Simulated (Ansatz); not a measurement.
## Ansatz (development build ahead of 0.2.0) run

```yaml
crystal:
  periodic: [false, false, false]
  atoms:
    - { symbol: Zn, position_ang: [0.0, 0.0, 0.0] }
    - { symbol: O, position_ang: [0.0, 2.7674, 0.0] }
    - { symbol: S, position_ang: [0.0, -3.3414, 0.0] }
basis:
  gaussian: { orbitals: pcseg-2 }
magnetization:
  spin_polarized: true
hamiltonian:
  xc: pbe
```

The input is written out in the form of the current development build from the run's settings.

The run gave:

```
Converged                       : yes
Total energy                    : -2252.17028 hartree
Spin squared of the determinant : 1.679
Stability test                  : minimum
```

Caution: the unrestricted determinant is a mixture of spin states.
